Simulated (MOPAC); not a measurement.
Input for MOPAC: PM7 on CoHO (SMILES [OH][Co]), 2S+1 = 5, a spin state set in the input, which need not be the lowest.

```
PM7 1SCF PRECISE CHARGE=0 UHF MS=2 THREADS=1
CoHO

Co    -0.92138963 1    -0.71524401 1    -0.81351641 1
O      0.38574397 1    -0.08448476 1     0.26363526 1
H      0.50247694 1     0.84710037 1     0.47956152 1
```

It printed:

```
*******************************************************************************
 **                                                                           **
 **                              MOPAC v23.2.5                                **
 **                                                                           **
 *******************************************************************************
 ** MOPAC's Digital Object Identifier: https://doi.org/10.5281/zenodo.6511958 **
 **                                                                           **
 ** Please cite the open-source release paper for use of this MOPAC version:  **
 ** J. E. Moussa and J. J. P. Stewart (2026)                                  **
 ** MOPAC: An open-source semiempirical molecular orbital program             **
 ** J. Open Source Softw., 11(119), 8025, https://doi.org/10.21105/joss.08025 **
 *******************************************************************************

                              PM7 CALCULATION RESULTS

 *******************************************************************************
 *  PM7        - The PM7 Hamiltonian to be used
 *  UHF        - UNRESTRICTED HARTREE-FOCK CALCULATION
 *
 *
 *
 *                 CHARGE ON SYSTEM = 0
 *
 *
 *
 *  MS=        - IN MECI, MAGNETIC COMPONENT OF SPIN =  2.0
 *  PRECISE    - TIGHTER CRITERIA TO BE USED
 *  1SCF       - DO 1 SCF AND THEN STOP
 *  THREADS=1  - MULTI-THREADING NOT USED
 *  T=         - A TIME OF 172800.0 SECONDS REQUESTED
 *  DUMP=N     - RESTART FILE WRITTEN EVERY 7200.0 SECONDS REQUESTED
 *******************************************************************************
PM7 1SCF PRECISE CHARGE=0 UHF MS=2 THREADS=1
 CoHO

   ATOM   CHEMICAL          X               Y               Z
  NUMBER   SYMBOL      (ANGSTROMS)     (ANGSTROMS)     (ANGSTROMS)

     1      Co         -0.92138963  *  -0.71524401  *  -0.81351641  *
     2       O          0.38574397  *  -0.08448476  *   0.26363526  *
     3       H          0.50247694  *   0.84710037  *   0.47956152  *



          CARTESIAN COORDINATES

    NO.       ATOM           X           Y           Z

     1        Co         -0.9214     -0.7152     -0.8135
     2         O          0.3857     -0.0845      0.2636
     3         H          0.5025      0.8471      0.4796

 General Reference for PM7:
 "Optimization of Parameters for Semiempirical Methods VI: More Modifications to the
 NDDO Approximations and Re-optimization of Parameters", J. J. P. Stewart, J. Mol. Mod., 1:32, 19 (2013)
 https://link.springer.com/article/10.1007/s00894-012-1667-x

           Empirical Formula: H O Co  =     3 atoms



      MOLECULAR POINT GROUP   :   Cs


          UHF CALCULATION, NO. OF ALPHA ELECTRONS =   10
                           NO. OF BETA  ELECTRONS =    6

 -------------------------------------------------------------------------------
 PM7 1SCF PRECISE CHARGE=0 UHF MS=2 THREADS=1
 CoHO



     1SCF WAS SPECIFIED, SO BFGS WAS NOT USED
     SCF FIELD WAS ACHIEVED


                              PM7 CALCULATION
                                                       MOPAC v23.2.5 Linux




          FINAL HEAT OF FORMATION =         58.55329 KCAL/MOL =     244.98695 KJ/MOL


          COSMO AREA              =         82.90 SQUARE ANGSTROMS
          COSMO VOLUME            =         68.23 CUBIC ANGSTROMS

          IONIZATION POTENTIAL    =          8.278790 EV
          ALPHA SOMO LUMO (EV)    =         -8.279  6.646
          BETA  SOMO LUMO (EV)    =         -9.400 -1.770
          NO. OF ALPHA ELECTRONS  =         10
          NO. OF BETA  ELECTRONS  =          6
          MOLECULAR WEIGHT        =         75.9405         POINT GROUP:  Cs

          MOLECULAR DIMENSIONS (Angstroms)

            Atom       Atom       Distance
            H     3   Co     1     2.47798
            O     2   Co     1     0.58279
            H     3   Co     1     0.00000


          SCF CALCULATIONS        =          1





   ATOM   CHEMICAL          X               Y               Z
  NUMBER   SYMBOL      (ANGSTROMS)     (ANGSTROMS)     (ANGSTROMS)

     1      Co         -0.92138963  *  -0.71524401  *  -0.81351641  *
     2       O          0.38574397  *  -0.08448476  *   0.26363526  *
     3       H          0.50247694  *   0.84710037  *   0.47956152  *

                             CARTESIAN COORDINATES

   1   Co       -0.921389630    -0.715244010    -0.813516410
   2    O        0.385743970    -0.084484760     0.263635260
   3    H        0.502476940     0.847100370     0.479561520


           Empirical Formula: H O Co  =     3 atoms



      MOLECULAR POINT GROUP   :   Cs


          ALPHA EIGENVALUES
 -27.59580 -16.58628 -13.30472 -13.16164 -11.80940 -11.61927 -10.94411 -10.53681
  -9.92851  -8.27879   6.64574  52.01809  52.16058  52.65796


           BETA EIGENVALUES
 -25.45708 -14.71435 -11.58747 -10.87690  -9.41711  -9.39971  -1.76984   0.75428
   0.82287   3.25151   7.19596  53.45560  53.53607  54.38879


              NET ATOMIC CHARGES AND DIPOLE CONTRIBUTIONS

  ATOM NO.   TYPE          CHARGE      No. of ELECS.   s-Pop       p-Pop       d-Pop
    1         Co           0.527993        8.4720     1.19173     0.02782     7.25245
    2          O          -0.836837        6.8368     1.84114     4.99570
    3          H           0.308844        0.6912     0.69116
 DIPOLE           X         Y         Z       TOTAL
 POINT-CHG.    -3.142    -0.218    -2.411     3.967
 HYBRID        -0.156     0.089    -0.106     0.208
 SUM           -3.297    -0.128    -2.517     4.150


          ATOMIC ORBITAL ELECTRON POPULATIONS

     Atom    s        px        py        pz      x^2-y^2     xz        z^2       yz        xy
    1 Co   1.19173   0.01162   0.00693   0.00926   1.10312   1.35864   1.24160   1.73435   1.81475
    2  O   1.84114   1.77471   1.42494   1.79604
    3  H   0.69116


                    (SZ)    =    2.000000
                    (S**2)  =    6.004889


          ATOMIC ORBITAL SPIN POPULATIONS

    Atom   Total    s     px     py     pz   x^2-y^2  xz     z^2    yz     xy
         Atomic
    1 Co  3.5204  0.781  0.001  0.000  0.001  0.894  0.635  0.758  0.265  0.185
    2  O  0.4600  0.070  0.198  0.039  0.154
    3  H  0.0196  0.020

 **********************
 *                    *
 * JOB ENDED NORMALLY *
 *                    *
 **********************




 == MOPAC DONE ==
```

The run finished.

Cost: roughly 0.08 core-seconds.
